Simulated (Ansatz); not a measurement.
Relaxation of CH2BOS (6 atoms, charge 0, multiplicity 2), to a largest force component of 0.02 eV/Å in at most 50 steps.

These are results of UKS PBE-D4/def2-SVP (Ansatz 0.2.0), not measurements.

```xyz
6
Properties=species:S:1:pos:R:3
O 0.288 -0.712 -1.976
B 0.170 -0.474 -0.686
C -0.020 -0.001 0.576
S -0.063 -0.030 2.241
H 0.095 -0.028 -2.612
H -0.470 1.245 2.457
```

Where does it end, and by what steps?

The run converged. After 7 steps the energy has fallen by 0.088 eV; C3 moved furthest, 0.14 Å.

```json
{"step": "0", "energy less start (eV)": "0.0000", "largest force component (eV/Å)": "1.299", "accepted": "yes"}
{"step": "1", "energy less start (eV)": "-0.0468", "largest force component (eV/Å)": "0.670", "accepted": "yes"}
{"step": "2", "energy less start (eV)": "-0.0667", "largest force component (eV/Å)": "0.369", "accepted": "yes"}
{"step": "3", "energy less start (eV)": "-0.0808", "largest force component (eV/Å)": "0.176", "accepted": "yes"}
{"step": "4", "energy less start (eV)": "-0.0850", "largest force component (eV/Å)": "0.210", "accepted": "yes"}
{"step": "5", "energy less start (eV)": "-0.0872", "largest force component (eV/Å)": "0.159", "accepted": "yes"}
{"step": "6", "energy less start (eV)": "-0.0878", "largest force component (eV/Å)": "0.044", "accepted": "yes"}
{"step": "7", "energy less start (eV)": "-0.0878", "largest force component (eV/Å)": "0.016", "accepted": "yes"}
```

```xyz
6
Properties=species:S:1:pos:R:3
O 0.286 -0.734 -2.007
B 0.154 -0.426 -0.711
C 0.024 -0.127 0.619
S -0.066 -0.011 2.259
H 0.094 0.001 -2.618
H -0.492 1.296 2.458
```

Run time: 7.4 s on 2 threads of Intel(R) Xeon(R) 6975P-C (Granite Rapids), with other jobs on the host, peak memory 0.19 GiB.
